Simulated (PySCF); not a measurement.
**Diatomic anions of H with the fourth-period p block**

MP2 with double-zeta basis sets in PySCF, for the lowest determinant that a PBE0 search found; no spin–orbit coupling. De refers to high-spin ground-configuration atoms (the charge goes to the atom of lower measured ionisation energy or higher electron affinity, which is not always the lowest computed limit).

```tsv
M	basis	reference, frozen orbitals	charged atom	state (unpaired electrons)	Re (Å)	ωe (cm⁻¹)	De (eV)
Ge	aug-cc-pVDZ-PP/aug-cc-pVDZ	UHF, 4	Ge−	triplet (π ↑↑)	1.623	1736	2.44
As	aug-cc-pVDZ-DK	UHF, 9	As−	doublet (π ↑)	1.541	2111	n/a
Se	def2-SVPD	RHF, 9	Se−	singlet (closed shell)	1.466	2467	n/a
```

The shortest bond is that of SeH⁻ (1.466 Å), the longest that of GeH⁻ (1.623 Å).

The rows differ in basis set, which adds steps of its own.

The state changes along the series, so neighbouring rows are not always alike in their bonding.

Correlated steps freeze the inner cores (4 to 9 orbitals); shallow outer-core shells are correlated. Correlated levels converge slowly with the basis: in double zeta they bind strong bonds too weakly, by up to about 1 eV, and carry superposition errors of some tenths. For an ion De counts to the pair picked by the measured ionisation energies or electron affinities, which need not be the lowest pair at this level. States were picked by a PBE0 search and need not be the measured ground states.
